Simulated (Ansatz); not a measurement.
Cost and result for the atomization energy of C4H8O2S (`C=CCS(C)(=O)=O`) (15 atoms, 14 bonds).

```csv
atom,x (Å),y (Å),z (Å)
C1,-0.5810,-2.0788,-0.7678
C2,-0.0843,-1.4468,0.2863
C3,1.0122,-0.4467,0.2096
S4,0.5166,1.1775,0.7822
C5,-0.7180,1.6851,-0.3785
O6,-0.1166,1.0164,2.0630
O7,1.6518,2.0471,0.6418
H8,-0.1986,-1.9050,-1.7689
H9,-1.3806,-2.8025,-0.6649
H10,-0.4827,-1.6360,1.2786
H11,1.4136,-0.3274,-0.7985
H12,1.8387,-0.6857,0.8873
H13,-1.5353,0.9659,-0.3762
H14,-1.0650,2.6571,-0.0271
H15,-0.2707,1.7798,-1.3669
```

Total charge 0; spin multiplicity 1. The geometry is a stationary point of PBE0-D4/def2-TZVP. It is one conformer, not always the lowest. Program: Ansatz. All runs use 2 threads of an AMD EPYC 7R13 on a shared host and a share of an NVIDIA H100 80 GB. Times are those of one run each, without the atoms' runs, and a repeat can differ threefold. Electronic energies, without spin–orbit coupling; frozen cores. CCSD(T)/CBS adds CCSD(T) − MP2 in def2-TZVPP to the MP2 limit, and its time is that of the two runs behind it. T1 = 0.014. B3LYP takes the VWN-RPA correlation (the form of Gaussian; ORCA's B3LYP/G).

CCSD(T)/CBS is a level of theory with its own doubt, some kJ/mol a heavy atom from the limit and from the frozen cores, so smaller differences don't rank the functionals.

```csv
level,functions,wall time
BLYP-D4/def2-TZVPP,340,7 s
PBE-D4/def2-TZVPP (with forces),340,8 s
r2SCAN-D4/def2-TZVPP (with forces),340,8.5 s
B3LYP-D4/def2-TZVPP (with forces),340,9.5 s
B2PLYP/def2-TZVPP,340,9.5 s
BHLYP-D4/def2-TZVPP,340,10 s
CCSD(T)/def2-SVP,142,10 s
PBE-QIDH/def2-TZVPP,340,11 s
ωB97X-V/def2-TZVPP,340,13 s
MP2/def2-QZVPP,652,13 s
CCSD(T)/def2-TZVPP,340,14 s
CAM-B3LYP-D4/def2-TZVPP,340,14 s
CCSD(T)/CBS(def2),–,27 s
```

(1) What atomization energy does each give, and how far from CCSD(T)/CBS? (An estimate is asked.)

## Answers

(1) Computed: 
```tsv
level	atomization (kJ/mol)	difference from CCSD(T)/CBS	per bond
BLYP-D4/def2-TZVPP	5914.0	0.2	0.0
PBE-D4/def2-TZVPP (with forces)	6100.2	186.4	13.3
r2SCAN-D4/def2-TZVPP (with forces)	5954.8	41.0	2.9
B3LYP-D4/def2-TZVPP (with forces)	5895.8	-18.0	-1.3
B2PLYP/def2-TZVPP	5837.4	-76.4	-5.5
BHLYP-D4/def2-TZVPP	5673.4	-240.4	-17.2
CCSD(T)/def2-SVP	5430.2	-483.6	-34.5
PBE-QIDH/def2-TZVPP	5885.5	-28.3	-2.0
ωB97X-V/def2-TZVPP	5915.8	2.0	0.1
MP2/def2-QZVPP	5993.4	79.6	5.7
CCSD(T)/def2-TZVPP	5734.4	-179.4	-12.8
CAM-B3LYP-D4/def2-TZVPP	5918.6	4.8	0.3
CCSD(T)/CBS(def2)	5913.8	0.0	0.0
```

The D4 term adds +59.7 kJ/mol with B3LYP and +31.7 kJ/mol with PBE0; it sums over pairs of atoms, weighted by their polarisabilities, and B3LYP, whose exchange is more repulsive, gets the larger term. In def2-TZVPP, CCSD(T) changes the Hartree–Fock value by +1603.2 kJ/mol (the triples alone add +112.4 kJ/mol) and MP2 by +1754.7 kJ/mol; breaking electron pairs costs correlation energy, which Hartree–Fock lacks. From PBE to PBE0 (25 % exact exchange), in def2-TZVPP and without D4, the atomization energy moves by −143.1 kJ/mol: exact exchange takes away binding that semilocal exchange gives to molecules.
